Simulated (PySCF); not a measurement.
Species: C5H11N2O, net charge 0, doublet state. It need not be the lowest isomer of its formula. 
Geometry from a B3LYP-D3(BJ)/def2-TZVP (Ansatz) optimisation:
```xyz
19

C      1.4448     1.4721     0.1118
N      1.0511     0.2417     0.5873
C      1.9002    -0.4216     1.5704
C      0.0490    -0.5358     0.0030
O      0.0766    -1.7547     0.0862
N     -0.9196     0.1497    -0.7078
C     -1.5642     1.3371    -0.1585
C     -1.8106    -0.6803    -1.5034
H      1.0571     1.8163    -0.8305
H      2.2896     1.9417     0.5852
H      1.3313    -1.1944     2.0773
H      2.2439     0.3199     2.2913
H      2.7656    -0.8862     1.0921
H     -2.4823     1.0615     0.3743
H     -1.8303     2.0240    -0.9646
H     -0.9036     1.8550     0.5286
H     -1.2437    -1.4693    -1.9886
H     -2.2845    -0.0533    -2.2598
H     -2.5919    -1.1472    -0.8927
```
Charge 0, spin multiplicity 2.

Dispersion corrections to the total energy (kcal/mol) from the dftd3 and dftd4 libraries through PySCF: D3(BJ) without and D4 with the three-body term, each with the damping fitted for the functional named.

```csv
functional,D3(BJ),D4
BHLYP,-13.36,-11.32
TPSS,-13.28,(withheld)
LC-wPBE,-9.73,-11.46
r2SCAN,-3.20,-2.87
B2PLYP,-7.99,(withheld)
BLYP,-21.76,(withheld)
HF,-75.00,-38.00
```

Task: Fill in the missing entries.

Result: 
- TPSS, D4: -14.11
- B2PLYP, D4: -7.36
- BLYP, D4: -23.03
